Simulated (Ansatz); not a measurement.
Relaxation of C$_{2}$H$_{9}$ClSi$_{2}$ (14 atoms, charge 0, multiplicity 1), to a largest force component of 0.015 eV/Å in at most 40 steps.

Theory: RHF/6-31G (Ansatz 0.2.0).

```xyz
14
Properties=species:S:1:pos:R:3:forces:R:3
C -0.244 1.299 0.889 -1.31 3.21 -0.57
C -0.345 -0.099 0.355 -0.63 -0.87 0.70
Si 1.247 -1.026 0.485 2.58 -0.62 2.26
Si -0.678 -0.267 -1.462 -2.26 1.40 -0.31
Cl 0.801 0.853 -2.475 1.12 0.93 -0.94
H 0.438 1.973 0.335 -0.06 -0.85 0.40
H 0.007 1.370 1.943 0.10 -0.33 -0.11
H -1.230 1.850 0.773 1.03 -0.86 0.31
H -1.090 -0.622 0.981 0.26 0.01 -0.75
H 2.341 -0.376 -0.291 -0.14 -0.13 -0.06
H 1.117 -2.443 0.103 -0.14 -0.30 -0.24
H 1.740 -1.010 1.933 -0.24 -0.06 -0.44
H -0.535 -1.573 -2.015 -0.11 -1.20 -0.22
H -1.917 0.448 -1.868 -0.20 -0.33 -0.04
```

Problem. Where does it end, and by what steps?

Solution. It converged. The force dipped under the threshold on the way, but the program's further checks kept it going. Limits of this set-up: no polarisation functions. After 16 steps the energy has fallen by 0.737 eV; H10 moved furthest, 0.56 Å.

| step | energy less start (eV) | largest force component (eV/Å) | accepted |
| --- | --- | --- | --- |
| 0 | 0.0000 | 3.208 | yes |
| 1 | -0.6258 | 1.140 | yes |
| 2 | -0.7090 | 0.268 | yes |
| 3 | -0.7237 | 0.127 | yes |
| 4 | -0.7304 | 0.097 | yes |
| 5 | -0.7318 | 0.035 | yes |
| 6 | -0.7333 | 0.013 | yes |
| 7 | -0.7303 | 0.235 | no |
| 8 | -0.7347 | 0.065 | yes |
| 9 | -0.7346 | 0.107 | no |
| 10 | -0.7354 | 0.039 | yes |
| 11 | -0.7360 | 0.030 | yes |
| 12 | -0.7364 | 0.040 | yes |
| 13 | -0.7367 | 0.036 | yes |
| 14 | -0.7368 | 0.022 | yes |
| 15 | -0.7370 | 0.009 | yes |
| 16 | -0.7370 | 0.006 | yes |

```xyz
14
Properties=species:S:1:pos:R:3
C -0.233 1.327 0.837
C -0.252 -0.118 0.284
Si 1.415 -1.024 0.649
Si -0.818 -0.187 -1.531
Cl 0.723 0.725 -2.816
H 0.506 1.934 0.328
H 0.007 1.334 1.895
H -1.197 1.810 0.721
H -1.013 -0.687 0.823
H 2.568 -0.202 0.189
H 1.451 -2.356 -0.024
H 1.523 -1.227 2.125
H -0.986 -1.573 -2.031
H -2.043 0.620 -1.763
```

Run time: 40 s on 1 thread of Intel(R) Xeon(R) 6975P-C (Granite Rapids) (shared host), peak memory 0.17 GiB.
